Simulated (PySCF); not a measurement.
**Solvent effects on NMR parameters**

Mapped SMILES: `[OH:1][c:2]1[cH:3][cH:4][cH:5][c:6]2[cH:7][cH:8][nH:9][c:10]12`. Hydrogens are named by the atom that carries them.

GIAO PBE0/pcSseg-1 in PySCF 2.14 on one PBE0-D3(BJ)/def2-SVP conformer, non-relativistic, equivalent nuclei averaged. Solvents enter as an IEF-PCM continuum (tetrahydrofuran with ε = 7.4, acetonitrile with ε = 35.7) around the gas-phase geometry. Shifts are referred to TMS computed in the same medium.

In tetrahydrofuran, δ in ppm: C2 148.3, C6 134.4, C8 129.9, C10 127.3, C4 125.9, C5 117.5, C3 108.3, C7 106.8, H(N9) 8.29, H(C5) 7.44, H(C8) 7.40, H(C4) 7.19, H(C7) 6.75, H(C3) 6.74. Dipole moment 2.53 D.

Problem. How does each δ change in the more polar medium?

Solution. 
```csv
atoms,environment,"Δδ, acetonitrile"
C2,aromatic carbon bearing oxygen,+0.4
C6,ring-fusion aromatic carbon,-0.1
C8,aromatic CH next to a ring nitrogen,+0.8
C10,ring-fusion aromatic carbon,+0.2
C4,aromatic CH,+0.2
C5,aromatic CH,-0.2
C3,aromatic CH,+0.4
C7,aromatic CH,-0.2
H(N9),hydrogen on a pyrrole-type ring nitrogen,+0.13
H(C5),hydrogen on an aromatic CH,+0.02
H(C8),hydrogen on an aromatic CH next to a ring nitrogen,+0.08
H(C4),hydrogen on an aromatic CH,+0.04
H(C7),hydrogen on an aromatic CH,+0.02
H(C3),hydrogen on an aromatic CH,+0.09
```

Changes are relative to tetrahydrofuran. The dipole moment becomes 2.68 D in acetonitrile.

Problem. Which nuclei move most (in ppm), and what does the model miss?

Solution. C8 (aromatic CH next to a ring nitrogen, +0.8 ppm) in acetonitrile. A continuum only polarises the solute; specific hydrogen bonds, the anisotropy of aromatic solvents and changes of geometry or conformer are outside it.
